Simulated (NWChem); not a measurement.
# BeSiNH₅; SMILES [NH2][Be][SiH3]

```xyz
8

Be    -0.0044    -0.7983     0.0038
N      0.0002    -2.3006    -0.0004
H     -0.8242    -2.8937    -0.0006
H      0.8272    -2.8899    -0.0007
Si    -0.0008     1.3740     0.0005
H     -0.9349     1.9507    -1.0232
H      1.3591     1.9280    -0.3152
H     -0.4000     1.9663     1.3201
```
Atoms are numbered in this order, from 1.

Structure relaxed at the PBE0/def2-SVP level.

List the 4 lowest vertical singlet excitations from B3LYP/def2-SVPD, TDA (NWChem).


| state | energy (eV) | oscillator strength | leading excitation (squared amplitude) |
|---|---|---|---|
| S1 | 5.16 | 0.000 | HOMO → LUMO (0.99) |
| S2 | 5.91 | 0.100 | HOMO−1 → LUMO (0.95) |
| S3 | 5.99 | 0.037 | HOMO → LUMO+2 (0.94) |
| S4 | 6.47 | 0.006 | HOMO−1 → LUMO+2 (0.65) |
